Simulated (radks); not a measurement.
The arsenic ion As+ inside a hard spherical wall (all orbitals vanish at R), configuration held at [Ar] 3d10 4s2 4p2 and not refilled when levels cross. Method: scalar-relativistic Kohn-Sham, r2SCAN, spin-polarised, spherical densities, finite nucleus; open shells are filled with parallel spins first; meta-GGA in the generalised Kohn-Sham scheme; Fermi nuclear charge, rms radius 4.0968 fm; computed with a radial shooting solver on a logarithmic mesh with Libxc functionals. Eigenvalues in eV for spin up, with the zero of energy where the potential of the charges vanishes at infinity; a dash marks a level that is unbound or too diffuse for the functional's potential to be trusted. A positive occupied level is held by the wall or, in an anion where self-interaction has pushed it up, behind a barrier. The pressure on the wall is -dE/dV.

R (bohr)  E (hartree)  kinetic (hartree)    e(3p)    e(3d)    e(4s)    e(4p)  e(5s, empty)  e(4d, empty)  pressure (GPa)
free      -2260.86972           2304.482  -147.01  -51.323  -24.885  -14.434             -             -               0
8         -2260.86959           2304.483  -147.00  -51.313  -24.878  -14.426        -3.374        -2.363         0.00866
6         -2260.86496           2304.527  -146.79  -51.109  -24.740  -14.250        -0.470        -1.139           0.550
5         -2260.84211           2304.694  -146.14  -50.471  -24.302  -13.644         4.389         0.834            4.51
4         -2260.71207           2305.423  -143.94  -48.324  -22.616  -11.248        17.495         6.128            40.4
3.5       -2260.49098           2306.445  -141.49  -45.950  -20.339   -8.079        31.801        11.910             129
3         -2259.94221           2308.642  -137.30  -41.896  -15.446   -1.558        57.898        22.450             443
1.5       -2237.38547           2379.518  -76.377   22.159   132.98   163.13        520.06        207.22           68400
